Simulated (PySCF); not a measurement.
CH5NSZn, SMILES [NH2][Zn][S]C.

The structure is a stationary point at ωB97X-D3(BJ)/def2-SVP. The structure was generated by enumeration; whether it is a known compound was not checked. The values are those of a single conformer.

All values below come from TDA-M06-2X/def2-SVPD run with PySCF 2.14.0.

Vertical excitations. The molecule is in vacuum. State labels are in the subgroup Cs.

Computed excitation energies, oscillator strengths and character:
```
state  symmetry  energy (eV)  λ (nm)      f                                               main pairs
-----  --------  -----------  ------  -----  -------------------------------------------------------
S1           A"         4.84     256  0.017                                           HOMO→LUMO 84 %
S2           A'         5.19     239  0.063                                         HOMO−1→LUMO 81 %
S3           A"         5.23     237  0.017                                         HOMO→LUMO+1 84 %
S4           A'         5.67     219  0.032                       HOMO→LUMO+2 80 %, HOMO−2→LUMO 14 %
S5           A"         5.69     218  0.000                                       HOMO−1→LUMO+2 96 %
S6           A'         6.19     200  0.029                   HOMO−1→LUMO+1 70 %, HOMO−2→LUMO+1 14 %
S7           A'         6.55     189  0.111   HOMO−2→LUMO 59 %, HOMO−2→LUMO+1 22 %, HOMO→LUMO+2 11 %
S8           A'         6.73     184  0.308  HOMO−2→LUMO+1 54 %, HOMO−2→LUMO 15 %, HOMO−1→LUMO+1 9 %
S9           A"         6.74     184  0.007                                       HOMO−2→LUMO+2 81 %
S10          A"         6.79     183  0.024                                         HOMO→LUMO+3 84 %
T1           A"         4.64     267      0                                           HOMO→LUMO 85 %
T2           A'         4.76     261      0                                         HOMO−1→LUMO 89 %
T3           A"         4.92     252      0                                         HOMO→LUMO+1 80 %
T4           A'         5.17     240      0                                         HOMO→LUMO+2 87 %
```
Triplets are in the Tamm–Dancoff approximation.
